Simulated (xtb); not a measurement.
xtb input:

```bash
xtb mol.xyz --gfn 2 --ohess tight --chrg -1 --uhf 0
```
mol.xyz:
```
5

B     -0.45431425     0.16023005    -0.00806335
N      0.93842896     0.09907343     0.02112674
H     -1.04689019    -0.85563387    -0.06460706
H     -0.95599843     1.22202579     0.01332475
H      1.47720303    -0.74978619     0.02751101
```

**Question.** Predict the final energy.

**Answer.** -5.83854 Eh (GFN2-xTB).

It need not be the lowest isomer of its formula. Whether it binds its extra electron was not tested at this geometry.
